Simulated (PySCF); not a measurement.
A PySCF script (with the pyscf-properties extension) for the NMR shieldings of `C=C[C@H]1C[C@H](C(=O)Cl)C1`, C7H9ClO, on a GFN2-xTB geometry:

```python
import basis_set_exchange as bse
import numpy as np
from pyscf import gto, dft
from pyscf.prop import nmr

atoms = """
C    -3.029267   -0.054192    0.593065
C    -1.741303    0.117681    0.825706
C    -0.662418   -0.142472   -0.168914
C     0.315293    1.040152   -0.355544
C     1.422276    0.245243    0.354208
C     2.673943    0.049480   -0.420569
O     2.966168    0.462560   -1.490553
Cl    3.800657   -1.018357    0.451210
C     0.501599   -0.998154    0.379178
H    -3.389652   -0.405723   -0.359797
H    -3.776922    0.147744    1.340832
H    -1.402586    0.473589    1.790305
H    -1.092579   -0.516223   -1.097967
H     0.554437    1.249072   -1.395491
H     0.020438    1.963319    0.137422
H     1.669093    0.602909    1.353892
H     0.821017   -1.784132   -0.300803
H     0.341048   -1.426178    1.365550
"""
names = dict.fromkeys(["C", "O", "Cl", "H"], "pcSseg-1")
basis = {el: gto.basis.parse(bse.get_basis(n, elements=[el], fmt="nwchem")) for el, n in names.items()}
mol = gto.M(atom=atoms, basis=basis, charge=0, verbose=0)
mf = dft.RKS(mol, xc="PBE0")
mf.grids.level = 2
mf.grids.alignment = dft.numint.BLKSIZE   # the property module wants whole blocks of grid points
mf.conv_tol = 1e-9
mf.kernel()

calc = nmr.RKS(mf)   # GIAO
C = mf.mo_coeff
Co = C[:, mf.mo_occ > 0]
resp = mf.gen_response(singlet=True, hermi=2)
def vind(x):   # induced exchange potential for any number of trial vectors
    d = np.einsum("pi,xij,qj->xpq", C, 2 * x.reshape(-1, C.shape[1], Co.shape[1]), Co, optimize=True)
    return np.einsum("xpq,pi,qj->xij", resp(d - d.transpose(0, 2, 1)), C, Co, optimize=True).ravel()
mo1, _ = nmr.rhf.solve_mo1(calc, with_cphf=vind)
sigma = calc.kernel(mo1)
for i, s in enumerate(sigma):   # ppm
    w = np.linalg.eigvalsh((s + s.T) / 2)
    print("%2d %-2s iso %8.1f  s11 %8.1f  s22 %8.1f  s33 %8.1f" % (i, mol.atom_pure_symbol(i), w.mean(), *w))
```

**Question.** What are the results?

**Answer.** 
```
 0 C  iso     66.1  s11    -43.0  s22     83.3  s33    158.1
 1 C  iso     35.3  s11    -88.3  s22     48.4  s33    145.7
 2 C  iso    151.0  s11    141.5  s22    149.4  s33    162.0
 3 C  iso    157.8  s11    140.3  s22    153.4  s33    179.8
 4 C  iso    141.9  s11    123.5  s22    129.8  s33    172.5
 5 C  iso      0.2  s11   -113.1  s22     43.7  s33     69.9
 6 O  iso   -241.9  s11   -612.1  s22   -369.4  s33    255.7
 7 Cl iso    510.9  s11    147.5  s22    419.1  s33    966.2
 8 C  iso    152.0  s11    130.3  s22    144.6  s33    181.0
 9 H  iso     26.4  s11     23.0  s22     25.4  s33     30.8
10 H  iso     26.4  s11     23.5  s22     25.2  s33     30.6
11 H  iso     25.5  s11     22.3  s22     24.5  s33     29.6
12 H  iso     29.2  s11     25.1  s22     28.5  s33     33.8
13 H  iso     28.7  s11     25.3  s22     27.7  s33     33.1
14 H  iso     30.0  s11     26.8  s22     27.9  s33     35.3
15 H  iso     28.3  s11     24.4  s22     28.8  s33     31.7
16 H  iso     29.1  s11     25.7  s22     29.2  s33     32.6
17 H  iso     29.4  s11     26.0  s22     28.5  s33     33.7
```

These numbers come from an equivalent density-fitted implementation of the same equations, which agrees with the script to about 0.01 ppm for H and up to a few tenths of a ppm for heavy atoms, so last digits may differ.

Size and cost of the density-fitted run: 205 basis functions, about 100 core-seconds.
